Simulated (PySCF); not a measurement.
Isomers of C6H9FOSi. Method: PBE0-D3(BJ)/def2-SVP geometry optimisation, gas phase in PySCF. Energies are electronic, without zero-point or thermal terms, for one conformer each. No frequencies were run at this level. Point groups hold within 0.08 Å.

Question: Order them by energy at this level, lowest first, and give relative energies in kcal/mol.
A. `[CH3:1][C:2]#[C:3][Si@@H:4]1[O:5][CH2:6][CH2:7][C@@H:8]1[F:9]` with C3–Si4–O5–C6 -116°, Si4–O5–C6–C7 -26°, O5–C6–C7–C8 43°, C6–C7–C8–F9 77°
B. `[CH3:1][CH2:2][O:3][Si@H:4]1[CH:5]=[CH:6][CH:7]=[C:8]1[F:9]` with C1–C2–O3–Si4 -175°, C2–O3–Si4–C5 -175°
C. `[CH3:1][C:2]#[C:3][Si@@H:4]1[O:5][CH2:6][CH2:7][C@H:8]1[F:9]` with C3–Si4–O5–C6 -114°, Si4–O5–C6–C7 21°, O5–C6–C7–C8 -41°, C6–C7–C8–F9 -75°

Answer: B (0.0), C (6.7), A (7.5).

As drawn, the lowest has a C=C bond outside aromatic rings, which the highest lacks; the highest has a C≡C bond, which the lowest lacks. Neighbours under 2.5 kcal/mol apart (CC#C[Si@@H]1OCC[C@H]1F and CC#C[Si@@H]1OCC[C@@H]1F) can change places with a better method, another conformer or zero-point energy. CC#C[Si@@H]1OCC[C@H]1F and CC#C[Si@@H]1OCC[C@@H]1F are stereoisomers, 0.8 kcal/mol apart in the conformers taken.

```tsv
SMILES	E (Eh)	E rel (kcal/mol)	dipole (D)	point group	A, B, C (MHz)
CCO[Si@H]1C=CC=C1F	-697.64375	0.0	0.43	C1	2293, 887.4, 698.3
CC#C[Si@@H]1OCC[C@H]1F	-697.63310	6.7	3.31	C1	2648, 720.7, 672.7
CC#C[Si@@H]1OCC[C@@H]1F	-697.63185	7.5	0.98	C1	2646, 783.6, 692.5
```

Question: How do the relative energies change in single points at HF/pcSseg-1 (no added dispersion term) on the same geometries?

Answer: 
```tsv
SMILES	PBE0-D3(BJ)/def2-SVP (kcal/mol)	HF/pcSseg-1 (kcal/mol)	shift
CCO[Si@H]1C=CC=C1F	0.0	0.0	0.0
CC#C[Si@@H]1OCC[C@H]1F	6.7	1.0	-5.7
CC#C[Si@@H]1OCC[C@@H]1F	7.5	1.9	-5.6
```

Each column counts from its own lowest isomer. The order is unchanged; the largest shift is 5.7 kcal/mol.
